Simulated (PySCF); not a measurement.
## NaBr⁺: from constants to spectrum

UHF-CCSD(T) constants of NaBr⁺, ²Π (doublet), unpaired electrons π ↑ (Na def2-SVP, Br def2-SVP; no relativity (PySCF 2.14); masses 22.9898 and 78.9183 u):

```
ωe             : 132.0 cm⁻¹
ωexe           : 1.53 cm⁻¹
Be             : 0.10472 cm⁻¹
αe             : 0.00143 cm⁻¹
De to Na⁺ + Br : 0.399 eV
```

Q: What force constant and bond length do these constants imply?

A: Reduced mass μred = 17.803 u; k = 5.8918×10⁻⁷·μred·ωe² (u, cm⁻¹, mdyn/Å) = 0.183 mdyn/Å; Re = √(16.8576/(μred·Be)) (u, cm⁻¹, Å) = 3.007 Å.

Q: Estimate the centrifugal constant D from the Kratzer relation and find the Dunham coefficient a1.

A: D = 4Be³/ωe² = 2.64e-07 cm⁻¹; a1 = −1 − αeωe/(6Be²) = -3.87.

Correlated steps freeze 10 core orbitals. The bond is weak. Basis-set superposition, not corrected here, can be much of De in a small basis, most of all at correlated wavefunction levels. Spin–orbit coupling is left out. For an ion De counts to the pair picked by the measured ionisation energies or electron affinities, which need not be the lowest pair at this level. The state is the lowest determinant that a PBE0 search found; another state may lie lower at other levels.
